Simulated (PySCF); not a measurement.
A structure optimised at B3LYP-D3(BJ)/def2-SVP, used in a PySCF frequency run:

```
C
H 1 1.1054
H 1 1.1163 2 105.52
N 1 1.4518 2 107.88 3 120.75
H 4 1.0197 1 109.52 2 175.86
C 4 1.4482 5 110.00 1 -126.20
H 6 1.1013 4 110.16 5 -53.72
H 6 1.1036 7 107.27 4 119.52
H 6 1.1144 7 107.87 8 114.78
C 1 1.5232 2 109.54 3 -117.83
H 10 1.1009 1 110.49 2 -62.47
H 10 1.1010 11 108.73 1 -122.30
H 10 1.1037 11 107.76 12 -116.21
```

Q: Write its SMILES and formula.

A: CCNC, C3H9N

Q: What are its rotational constants (standard atomic weights)?

A: 26.207, 3.8970, 3.6529 GHz
